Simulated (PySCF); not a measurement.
**Structure from NMR data**

Molecular formula: C6H9FO2. Simulated spectra:

$^{1}$H NMR (600 MHz, computed): δ 5.70 (m, 1H), 4.82 (m, 1H), 4.69 (m, 1H), 4.57 (m, 1H), 4.51 (m, 1H), 4.32 (m, 1H), 1.38 (d, 3H).

$^{13}$C{$^{1}$H} NMR (computed): δ 116.5 (CH), 82.1 (CH), 77.4 (CH2), 70.9 (CH2), 48.1 (C), 20.7 (CH3).

[PySCF 2.14.0 with density-fitted response routines: geometry: PBE0-D3(BJ)/def2-SVP; NMR shieldings at PBE0/pcSseg-1/GIAO; a single conformation; relativity neglected; rapidly exchanging positions averaged; gas phase]

Shifts are taken against calculated references (same method and geometry level): $^{1}$H, $^{13}$C vs TMS.

Problem. Propose a structure and justify it.

Solution. 
Rings plus π bonds: 2 (2 rings in the answer). 6 carbon signals for 6 carbons: no two carbons are equivalent. Carbon types of the structure: 1 × C, 2 × CH, 2 × CH2, 1 × CH3, which accounts for all hydrogens. δC 116.5: sp3 CH bonded to F and O; 2 electronegative neighbours deshield it. δC 82.1: sp3 CH bonded to O; the inductive effect lowers its shielding. δC 77.4, 70.9: sp3 CH2 bonded to O; the inductive effect lowers its shielding. δC 48.1: quaternary sp3 carbon in a ring; saturated and bonded to C and H only. δC 20.7: methyl carbon; a saturated carbon with 1 carbon neighbour and no heteroatom attached. δH 5.70: hydrogen on an sp3 CH bonded to F and O; its carbon carries F and O, hence the downfield position. δH 4.32: hydrogen on an sp3 CH bonded to O; its carbon carries O, which withdraws density.

Structure: SMILES C[C@@H]1O[C@H](F)C12COC2.

This is the structure that produced the data.

Splittings by $^{19}$F in the carbon and heteronuclear signals aren't shown, as no couplings were computed. Shifts are as computed. Against solution values, carbons near 30 ppm lie about +2 ppm off and those near 130 ppm about +5 ppm. Of 1211 compounds with measured shifts, 218 miss one by over three times the rms of a fit or turn the order of signals round; such compounds aren't used in these exercises. No couplings were computed; multiplicities are counted from neighbouring protons, with m where these are inequivalent, close in shift, in a saturated or five-membered ring or joined by F or P, and br s for small geminal =CH2 splittings.
